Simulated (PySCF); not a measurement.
The PySCF input:
```python
from pyscf import gto, scf, tdscf

mol = gto.M(
    atom='''
Br   -0.00000000   -0.00000000   -1.14058940
Br    0.00000000    0.00000000    1.14058940
''',
    basis='6-31g',
    verbose=4,
)

mf = scf.RHF(mol)
mf.kernel()
td = mf.TDHF()
td.nstates = 5
td.kernel()
td.analyze()
```

Q: What does this run give for the excitation energies found, dipole moment, lowest excitation energy found, HOMO energy?

A: 
excitation energies found: 3.22, 3.22, 5.78, 5.78, 9.05 eV
dipole moment: 0.00 D
lowest excitation energy found: 3.22 eV
HOMO energy: -11.28 eV
